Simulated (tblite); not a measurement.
Compound: C₈H₁₁PSi.
Bonds: Si1–C2, C2–C3 (aromatic), C3–C4 (aromatic), C4–P5 (aromatic), P5–C6 (aromatic), C6–C7, C7–C8, C8–C9, C6–C10 (aromatic), C2–C10 (aromatic), C7–C9. Hydrogens: H11, H12, H13 on Si1; H14 on C3; H15 on C4; H16 on C7; H17, H18 on C8; H19, H20 on C9; H21 on C10.

The geometry is computed with GFN2-xTB (gas phase).

Task: What internal coordinates does the optimisation give?

Result: 
| bond | length (Å) | order |
| --- | --- | --- |
| Si1–C2 | 1.887 | single |
| C2–C3 | 1.392 | aromatic |
| C3–C4 | 1.377 | aromatic |
| C4–P5 | 1.730 | aromatic |
| P5–C6 | 1.753 | aromatic |
| C6–C7 | 1.479 | single |
| C7–C8, C7–C9 | 1.506 | single |
| C8–C9 | 1.490 | single |
| C6–C10 | 1.383 | aromatic |
| C2–C10 | 1.393 | aromatic |
| Si1–H11, Si1–H12, Si1–H13 | 1.465 | single |
| C3–H14 | 1.083 | single |
| C4–H15 | 1.084 | single |
| C7–H16 | 1.085 | single |
| C8–H17, C9–H20 | 1.081 | single |
| C8–H18, C9–H19 | 1.080 | single |
| C10–H21 | 1.086 | single |

Bonds in one row agree within 0.01 Å and their mean is given. Orders are formal, as drawn. A selection of angles:
| angle | degrees |
| --- | --- |
| C2–Si1–H11 | 109.3 |
| H11–Si1–H12 | 109.3 |
| Si1–C2–C3 | 120.7 |
| Si1–C2–C10 | 119.0 |
| C3–C2–C10 | 120.3 |
| C2–C3–C4 | 124.2 |
| C2–C3–H14 | 117.9 |
| C4–C3–H14 | 117.9 |
| C3–C4–P5 | 125.9 |
| C3–C4–H15 | 118.5 |
| P5–C4–H15 | 115.5 |
| C4–P5–C6 | 100.2 |
| P5–C6–C7 | 117.9 |
| P5–C6–C10 | 123.2 |
| C7–C6–C10 | 118.9 |
| C6–C7–C8 | 119.9 |
| C6–C7–H16 | 114.0 |
| C8–C7–C9 | 59.3 |
| C8–C7–H16 | 116.6 |
| C7–C8–C9 | 60.4 |
| C7–C8–H17 | 117.0 |
| C7–C8–H18 | 118.3 |
| C9–C8–H17 | 118.0 |
| C9–C8–H18 | 118.8 |
| H17–C8–H18 | 114.1 |
| C6–C10–H21 | 116.8 |
| C2–C10–C6 | 126.2 |
| C2–C10–H21 | 117.0 |

Torsions: P5–C6–C7–C8 34° (synclinal); C6–C7–C8–C9 -109° (anticlinal); C6–C7–C9–C8 109° (anticlinal). The mirror-image conformer, all signs reversed, is as good.

Of the pairs four or more bonds apart, P5···H17 is among the closest relative to their van der Waals radii: 2.77 Å, 92 % of the sum of Bondi's values. The 8 C–C bonds span 1.377 Å (C3–C4, aromatic) to 1.506 Å (C7–C9, drawn single), a spread of 0.129 Å. The 3-membered ring C7–C8–C9 has internal angles of 59.3° to 60.4°. The 6-membered ring C2–C3–C4–P5–C6–C10 has internal angles of 100.2° to 126.2° (sum 720°, against 720° for a flat polygon); it is planar, 0.00 Å rms from its mean plane, widest ring torsion 0°. Si1 (SiH3 silicon) is tetrahedral (angles from 108.9° to 110.1°). P5 (phosphorus bonded to 2 C) is bent (angle 100.2°). The 2 C–P bonds span 1.730 Å (C4–P5, aromatic) to 1.753 Å (P5–C6, aromatic), a spread of 0.023 Å.

Its GFN2-xTB frequencies are all real (lowest 21 cm⁻¹). One conformer, not necessarily the lowest.

On one thread of an Arm Neoverse N1, no GPU (shared host), this took 2.7 s wall. This is the geometry optimisation.
